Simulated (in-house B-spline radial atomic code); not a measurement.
A fraction x of an electron is removed from 3d in the cobalt ion Co⁴⁺, starting from [Ar] 3d5 and keeping the highest spin. Computed with a radial B-spline atomic code at the basis-set limit: non-relativistic LC-wPBE, spin-polarised, spherical fractional occupations, point nucleus.

Caution: exact exchange at fractional occupations of open shells leaves self-interaction of up to several eV.

```csv
x,E(x) - E(0) (eV),3d up level (eV)
0,0.0000,-74.230
0.04,2.9852,-75.030
0.2,15.2481,-78.263
0.35,27.2180,-81.340
0.47,37.1281,-83.833
0.5,39.6525,-84.460
0.62,49.9393,-86.988
0.73,59.6365,-89.328
0.8,65.9420,-90.830
0.92,76.9970,-93.425
1,84.5409,-95.170
```

The exact functional would give a straight line between the two integer points. Deviations E(x) - E(0) - x[E(1) - E(0)], in eV: -0.396 at x = 0.04, -1.66 at x = 0.2, -2.371 at x = 0.35, -2.606 at x = 0.47, -2.618 at x = 0.5, -2.476 at x = 0.62, -2.078 at x = 0.73, -1.691 at x = 0.8, -0.781 at x = 0.92.

The curve lies below the straight line by up to 2.618 eV (at x = 0.5): convex, the delocalisation error, to which spherically averaged exact exchange adds.

**Question.** How well does Slater's transition state (minus the level at half occupation) give the ionisation energy?

**Answer.** It gives 84.460 eV against 84.541 eV from the two total energies; NIST lists 79.50 eV, ground level to ground level. The end point has an open shell averaged over its orbitals, so its exact exchange keeps a self-interaction and this is no true integer point.
